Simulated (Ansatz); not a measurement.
Reaction (redistribution): `O=CBBr` + `[CH3][GaH][F]` → `FBBr` + `[CH3][GaH][CH]=O`

Isolated molecules relaxed with PBE0-D4/def2-TZVP in Ansatz; ΔE leaves out vibrations. CBS: MP2 limit from def2 TZ/QZ plus the TZ coupled-cluster correction, frozen cores. DFT in def2-TZVPP. For Br, Ga outer-core shells are correlated without core-valence functions, which leaves a few kJ/mol of doubt a bond. Scalar relativity is left out up to krypton. One conformer a species, not always the lowest.

```csv
species,BLYP energy (Eh)
`O=CBBr`,-2713.58075
`[CH3][GaH][F]`,-2065.34935
`FBBr`,-2699.59331
`[CH3][GaH][CH]=O`,-2079.34511
```

(1) Work out ΔE.

Largest T1 diagnostic among the species: 0.015.

Results:

(1) ΔE = (-2699.59331) + (-2079.34511) − (-2713.58075) − (-2065.34935) = -0.00832 Eh = -21.8 kJ/mol. CCSD(T)/CBS gives -20.9 kJ/mol.

Leaving LDA and LC-ωPBE aside and taking each functional with its dispersion term where it has one, the values, not all of them listed here, spread over 4.8 kJ/mol, from ωB97M-V to ωB97X-V. LDA lies −6.8 kJ/mol from PBE without D4.
